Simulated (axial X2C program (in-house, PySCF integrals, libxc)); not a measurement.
## Nuclear properties of SHfS

Calculated with an axial X2C code built on PySCF integrals: two-component X2C with atomic mean-field Coulomb and Gaunt terms, Gaussian nuclei, basis S dyall-av3z, Hf dyall-v3z with contracted cores.

S–Hf–S held linear, with bonds 2.264 and 2.264 Å (near the PBE0 minimum at charge 0 of the determinant lowest at the starting distance; the state shown can have its own minimum elsewhere, held linear; other orders of the atoms were not compared).

Determinant lowest in the PBE0 search, Ω = 0 (closed shell), highest spinor 82% S p, 12% Hf p, 4% Hf f:

```tsv
level	qzz S (a.u.)	qzz Hf (a.u.)
PBE0	-1.33	-16.41
HF	-1.44	-15.52
TPSSh	-1.32	-16.43
```

Determinant 0.45 eV from it at PBE0 and this distance, Ω = 1 (⟨Sz⟩ = 0.97, ⟨Lz⟩ = 0.03 at PBE0), spin on the atoms S 0.23, Hf 0.51, S 0.23:

```
level  A∥/gI S (MHz)  qzz S (a.u.)  A∥/gI Hf (MHz)  qzz Hf (a.u.)
 PBE0            160          1.12            4800          -8.79
   HF            389         -0.42            4210         -12.88
TPSSh            158          1.10            4850          -8.86
```

A∥ (defined per Ω) follows by multiplying with gI = μI/(I μN); qzz is the electric field gradient, eQq0 = 234.96 MHz × Q/barn × qzz. The operators were transformed with the bare-nucleus X2C matrices; with these basis sets, hyperfine constants and field gradients can be off by tens of per cent, and where levels differ in sign neither size nor sign is settled.

Question: With Q(33S) = -0.0694 barn, Q(177Hf) = 3.365 barn (Q from Pyykkö, Mol. Phys. 2018), turn the PBE0 values of the first state into constants in MHz.

Answer: eQq0(33S) = 234.96 × (-0.0694) × (-1.33) = 21.7 MHz; eQq0(177Hf) = 234.96 × (3.365) × (-16.41) = -13000 MHz.

The molecule was held linear; bending was not examined, so a bent shape may lie lower.

Each state is one determinant with collinear spin, which with several unpaired electrons need not be a pure state. Unrestricted Hartree–Fock can overshoot spin polarisation at the nuclei. A closed determinant beside an open π² or δ² triplet, such as (π1/2)², mixes with its partner pair into the 0⁺ component of the triplet and ¹Σ⁺, so its energy is not that of a level, and 0⁺ can lie lowest. With several open shells hyperfine constants can be off by a factor of several. Open-shell Ω = 0 determinants with evenly filled partner blocks cannot be reached by this program, so the Ω shown need not be the lowest component. States lie within half an eV, so the first need not be the ground state. PBE0 term energies can be off by some tenths of an eV.
